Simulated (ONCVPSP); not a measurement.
Pseudopotential generation for sulfur (S): ONCV, LDA (Perdew-Wang 92), scalar-relativistic.

ONCVPSP 4.0.1 input, shortened (lines: element, Z, core and valence counts, functional; n l f; lmax; l rc ep ncon nbas qcut; lloc lpopt rc5 dvloc0; l nproj debl; icmod fcfact rcfact), LDA (Perdew-Wang 92), scalar-relativistic:

```
  S 16.00    3    2  -001012      upf
    1    0    2.00
    2    0    2.00
    2    1    6.00
    3    0    1.50
    3    1    4.50
    1
    0    1.50    0.00    4    8    3.50
    1    1.55    0.00    4    7    5.90
    4    1    1.05    0.00
    0    3    2.70
    1    2    2.30
    3    6.00    1.60
```

All-electron outer shells of the reference configuration (LDA (PZ), scalar-relativistic, ld1.x):

| shell | level (eV) | outermost node (bohr) | outermost maximum (bohr) |
| --- | --- | --- | --- |
| 2s | -211.50 | 0.13 | 0.39 |
| 2p | -157.21 | – | 0.33 |
| 3s | -17.63 | 0.60 | 1.40 |
| 3p | -7.39 | 0.58 | 1.59 |

Calculated quality:

```json
{"Cutoffs needed": "63 Ha and 79 Ha (the cutoffs (Ha) at which the residual kinetic energy of the hardest occupied pseudo-wave falls to 1 and 0.1 mHa per electron)", "Ghost test": "no bound ghost flagged; GHOST(+) flagged for s at 303.6 eV", "Largest excitation error": "-7.3 meV (all-electron minus pseudo) for 3s2 3p1, out of 4 test configurations", "rms error of d²Exc/dni dnj": "3.48 mHa without and 2.60 mHa with the model core"}
```

Generation and tests took about 2.4 s on one core of a shared server CPU.
